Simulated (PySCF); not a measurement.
## Assigning NMR signals

Atoms are numbered as in `[BH3-:1][P+:2]([CH3:3])([CH3:4])[CH:5]1[CH2:6][CH2:7]1`. Hydrogens are named by the atom that carries them. Ha(C6), Ha(C7) are cis to P2 on the ring; Hb(C6), Hb(C7) are trans to P2 on the ring.

Single conformer, no solvent model, averaged over atoms made equivalent by symmetry, fast rotation or ring inversion, no relativistic terms. GIAO KT3/pcSseg-1 shieldings; geometry from PBE0-D3(BJ)/def2-SVP; PySCF 2.14.

δ = σ(ref) − σ, references computed at the same level: TMS for ¹³C and ¹H.

Q: Assign these signals to the numbered atoms. ¹³C{¹H} NMR (computed): δ 14.5, 9.1, 4.9.

A: 
```tsv
δ (ppm)	atoms	environment	reason
14.5	C3/C4	methyl carbon bonded to P	–
9.1	C5	three-membered-ring carbon	carbons of three-membered rings are unusually shielded
4.9	C6/C7	three-membered-ring carbon	–
```

Q: Assign these signals to the numbered atoms. ¹H NMR (600 MHz, computed): δ 1.21 (m, 6H), 0.96 (m, 2H), 0.63 (m, 2H), 0.37 (br, 3H), 0.34 (m, 1H).

A: 
| δ (ppm) | atoms | environment | reason |
| --- | --- | --- | --- |
| 1.21 | H(C3)/H(C4) | hydrogen on a methyl carbon bonded to P | – |
| 0.96 | Ha(C6)/Ha(C7) | hydrogen on a three-membered-ring carbon | cyclopropane-type protons are shielded by the ring |
| 0.63 | Hb(C6)/Hb(C7) | hydrogen on a three-membered-ring carbon | – |
| 0.37 | H(B1) | hydrogen on a boron bonded to P | – |
| 0.34 | H(C5) | hydrogen on a three-membered-ring carbon | cyclopropane-type protons are shielded by the ring |

H(B1) and H(C5) lie closer than the usual error of such a calculation, so a measured spectrum could show them in the other order.

Hydrogens on boron are broadened and split by ¹¹B (spin 3/2, 80 %) and 10B (spin 3). Splittings by ³¹P in the carbon and heteronuclear signals aren't shown, as no couplings were computed. Shifts are as computed, not scaled to solution data. Of 1211 compounds with measured shifts, 218 miss one by over three times the rms of a fit or turn the order of signals round; such compounds aren't used in these exercises. No couplings were computed; multiplicities are counted from neighbouring protons, with m where these are inequivalent, close in shift, in a saturated or five-membered ring or joined by F or P, and br s for small geminal =CH2 splittings.
